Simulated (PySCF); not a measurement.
GeI4, singlet, geometry from GFN2-xTB (all electrons, no relativity); PBE/STO-3G run with PySCF.

Here is a job for PySCF.
```python
from pyscf import gto, scf, dft

mol = gto.M(
    atom='''
I    -0.937377    2.256308   -0.767222
Ge   -0.000000   -0.000000    0.000000
I    -1.748439   -1.829210   -0.393937
I     0.567732    0.115212    2.494522
I     2.118083   -0.542311   -1.333362
''',
    basis='sto-3g',
    charge=0,
    spin=0,
    verbose=4,
)

mf = dft.RKS(mol)
mf.xc = 'pbe'
mf.grids.atom_grid = (99, 590)
mf.grids.prune = None
mf.kernel()
```

Question: Write the output that PySCF gives for this input, abridged.

Answer: 
```
PySCF version 2.14.0

[INPUT] verbose = 4
[INPUT] num. atoms = 5
[INPUT] num. electrons = 244
[INPUT] charge = 0
[INPUT] spin (= nelec alpha-beta = 2S) = 0
[INPUT] symmetry False subgroup None
[INPUT] Mole.unit = angstrom
[INPUT] Symbol           X                Y                Z      unit          X                Y                Z       unit  Magmom
[INPUT]  1 I     -0.937377000000   2.256308000000  -0.767222000000 AA   -1.771385805466   4.263804172665  -1.449839456741 Bohr   0.0
[INPUT]  2 Ge     0.000000000000   0.000000000000   0.000000000000 AA    0.000000000000   0.000000000000   0.000000000000 Bohr   0.0
[INPUT]  3 I     -1.748439000000  -1.829210000000  -0.393937000000 AA   -3.304070855508  -3.456705924316  -0.744433040333 Bohr   0.0
[INPUT]  4 I      0.567732000000   0.115212000000   2.494522000000 AA    1.072857992152   0.217719126263   4.713963391702 Bohr   0.0
[INPUT]  5 I      2.118083000000  -0.542311000000  -1.333362000000 AA    4.002596779097  -1.024819264339  -2.519689004902 Bohr   0.0

nuclear repulsion = 3534.50746552722
number of shells = 52
number of NR pGTOs = 378
number of NR cGTOs = 126
basis = sto-3g
ecp = {}

******** <class 'pyscf.dft.rks.RKS'> ********
method = RKS
initial guess = minao
damping factor = 0
level_shift factor = 0
DIIS = <class 'pyscf.scf.diis.CDIIS'>
diis_start_cycle = 1
diis_space = 8
diis_damp = 0
SCF conv_tol = 1e-09
SCF conv_tol_grad = None
SCF max_cycles = 50
direct_scf = True
direct_scf_tol = 1e-13
XC library pyscf.dft.libxc version 7.1.2
    S. Lehtola, C. Steigemann, M. J. T. Oliveira, and M. A. L. Marques,  SoftwareX 7, 1–5 (2018)
XC functionals = pbe
    J. P. Perdew, K. Burke, and M. Ernzerhof,  Phys. Rev. Lett. 77, 3865 (1996)
    J. P. Perdew, K. Burke, and M. Ernzerhof,  Phys. Rev. Lett. 78, 1396 (1997)
    J. P. Perdew, K. Burke, and M. Ernzerhof,  Phys. Rev. Lett. 77, 3865 (1996)
    J. P. Perdew, K. Burke, and M. Ernzerhof,  Phys. Rev. Lett. 78, 1396 (1997)
radial grids:
    Treutler-Ahlrichs [JCP 102, 346 (1995); DOI:10.1063/1.469408] (M4) radial grids

becke partition: Becke, JCP 88, 2547 (1988); DOI:10.1063/1.454033
pruning grids: None
grids dens level: 3
symmetrized grids: False
atomic radii adjust function: <function treutler_atomic_radii_adjust>
User specified grid scheme (99, 590)
small_rho_cutoff = 0
Set gradient conv threshold to 3.16228e-05
Initial guess from minao.
tot grids = 292056
init E= -29373.0230269523
  HOMO = -0.99391997457423  LUMO = -0.891991530285011  gap/eV = 2.77361
cycle= 1 E= -29461.5260905957  delta_E= -88.5  |g|= 0.544  |ddm|= 3.83

WARN: HOMO 0.209304198033724 == LUMO 0.209318973077759

cycle= 2 E= -29442.1797498068  delta_E= 19.3  |g|= 8.77  |ddm|= 8.18
  HOMO = 0.0721906607968878  LUMO = 0.075843626257098  gap/eV = 0.09940
cycle= 3 E= -29458.0426062315  delta_E= -15.9  |g|= 2.84  |ddm|= 6.14
  HOMO = -0.142118803700821  LUMO = -0.0242000731011217  gap/eV = 3.20873
cycle= 4 E= -29461.6516288972  delta_E= -3.61  |g|= 0.134  |ddm|=  5.5
  HOMO = -0.151290029418046  LUMO = -0.0491505389569  gap/eV = 2.77936
cycle= 5 E= -29461.660770056  delta_E= -0.00914  |g|= 0.0849  |ddm|= 0.666
  HOMO = -0.142159521289518  LUMO = -0.044281077828173  gap/eV = 2.66341
cycle= 6 E= -29461.6644302814  delta_E= -0.00366  |g|= 0.0148  |ddm|= 0.169
  HOMO = -0.137704851448072  LUMO = -0.0432404054637948  gap/eV = 2.57051
cycle= 7 E= -29461.6645416613  delta_E= -0.000111  |g|= 0.000824  |ddm|= 0.0386
  HOMO = -0.137640933414767  LUMO = -0.0432183629668872  gap/eV = 2.56937
cycle= 8 E= -29461.6645420514  delta_E= -3.9e-07  |g|= 6.13e-05  |ddm|= 0.00197
  HOMO = -0.137667330527794  LUMO = -0.0432206299779268  gap/eV = 2.57003
cycle= 9 E= -29461.6645420533  delta_E= -1.91e-09  |g|= 2.65e-06  |ddm|= 0.000168
  HOMO = -0.137668119680452  LUMO = -0.043220827088529  gap/eV = 2.57004
cycle= 10 E= -29461.6645420534  delta_E= -6.55e-11  |g|= 2.32e-07  |ddm|= 7.74e-06
  HOMO = -0.137668096113967  LUMO = -0.0432208382341882  gap/eV = 2.57004
Extra cycle  E= -29461.6645420533  delta_E= 3.64e-11  |g|= 2.37e-07  |ddm|= 2.3e-06
converged SCF energy = -29461.6645420533
```
